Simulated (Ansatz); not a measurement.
`N[CH](F)[GeH3]` + `[GeH3][TeH]` → `[GeH3][Te][GeH3]` + `NCF`  (ligand exchange at a Ge–C bond)

Gas-phase electronic energies from Ansatz, PBE0-D4/def2-TZVP geometries. CCSD(T)/CBS adds triple-zeta CCSD(T) − MP2 to the extrapolated MP2 energy (def2 sets, frozen cores). DFT in def2-TZVPP. B3LYP here is the variant with VWN-RPA as its local correlation; programs differ in this. Elements past krypton have def2 core potentials. For Ge, Te outer-core shells are correlated without core-valence functions, which leaves a few kJ/mol of doubt a bond. Scalar relativity is left out up to krypton. One conformer a species, not always the lowest.

`N[CH](F)[GeH3]`:

```xyz
10

N    -1.120   -1.000   -0.194
C    -0.096   -0.184   -0.697
F     0.984   -0.924   -1.241
Ge    0.640    0.996    0.718
H    -0.832   -1.572    0.588
H    -1.557   -1.577   -0.901
H    -0.483    0.410   -1.529
H     0.900    0.128    1.961
H     1.949    1.635    0.237
H    -0.386    2.088    1.057
```

`[GeH3][TeH]`:

```xyz
6

Ge    0.372    0.334    0.440
Te   -1.211   -1.492   -0.396
H    -0.266    1.720    0.279
H     0.596    0.024    1.926
H     1.706    0.281   -0.318
H    -1.197   -0.866   -1.931
```

`[GeH3][Te][GeH3]`:

```xyz
9

Ge    1.074   -0.085   -1.487
Te   -0.927   -1.419   -0.621
Ge   -1.102    0.042    1.468
H     0.680    1.386   -1.687
H     1.478   -0.713   -2.828
H     2.239   -0.172   -0.488
H    -2.284   -0.494    2.286
H    -1.353    1.505    1.069
H     0.195   -0.050    2.287
```

`NCF`:

```xyz
7

N    -0.349    0.766   -0.301
C     0.309   -0.450   -0.064
F     0.082   -0.975    1.221
H    -1.354    0.683   -0.254
H    -0.039    1.505    0.314
H    -0.038   -1.210   -0.766
H     1.389   -0.318   -0.151
```

| level | ΔE (kJ/mol) | difference from CCSD(T)/CBS |
| --- | --- | --- |
| r2SCAN-D4 | -102.6 | 2.3 |
| PBE0-D4 | -107.5 | -2.6 |
| B3LYP-D4 | -103.7 | 1.2 |
| ωB97X-V | -99.6 | 5.3 |
| ωB97M-V | -100.3 | 4.6 |
| B2PLYP | -103.7 | 1.2 |
| PBE | -99.9 | 5.0 |
| r2SCAN | -102.3 | 2.6 |
| PBE0 | -105.8 | -0.9 |
| HF/def2-TZVPP | -113.0 | -8.1 |
| SCS-MP2/def2-TZVPP | -106.3 | -1.4 |
| CCSD/def2-TZVPP | -100.9 | 4.0 |
| CCSD(T)/def2-TZVPP | -100.4 | 4.5 |
| SCS-MP2/def2-QZVPP | -108.6 | -3.7 |
| MP2/CBS(def2) | -114.3 | -9.4 |
| CCSD/CBS(def2) | -105.4 | -0.5 |
| CCSD(T)/CBS | -104.9 | 0 |

Largest T1 diagnostic among the species: 0.012.

In def2-TZVPP, CCSD(T) changes the Hartree–Fock value by +12.6 kJ/mol (the triples alone add +0.5 kJ/mol) and MP2 by +3.2 kJ/mol. From PBE to PBE0 (25 % exact exchange), in def2-TZVPP and without D4, ΔE moves by −5.9 kJ/mol.
